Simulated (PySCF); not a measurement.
BrH3SiTe, SMILES [SiH3][Te]Br.

The structure is a stationary point at PBE0-D3(BJ)/def2-SVP. This is a generated structure with no PubChem entry under its InChIKey; it may be hypothetical. The def2 effective core potentials stand for the cores of Te; spin–orbit coupling is left out.

These are PySCF with PBE0-D3(BJ)/def2-SVP values and carry that method's errors.

Frequencies are harmonic and unscaled.

| mode | ν (cm⁻¹) | IR (km/mol) | moving atoms (share of kinetic energy) |
|---|---|---|---|
| 1 | 80 | 0.4 | Si 47 %, Br 25 %, Te 16 %, H 12 % |
| 2 | 126 | 0.0 | H 98 % |
| 3 | 257 | 7.0 | Br 62 %, Te 38 % |
| 4 | 334 | 6.1 | Si 73 %, Te 19 %, H 9 % |
| 5 | 543 | 6.7 | H 87 %, Si 11 % |
| 6 | 550 | 5.0 | H 93 % |
| 7 | 869 | 362.6 | H 92 % |
| 8 | 912 | 42.6 | H 97 % |
| 9 | 939 | 42.1 | H 97 % |
| 10 | 2229 | 74.9 | H 98 % |
| 11 | 2253 | 56.3 | H 96 % |
| 12 | 2260 | 66.1 | H 96 % |
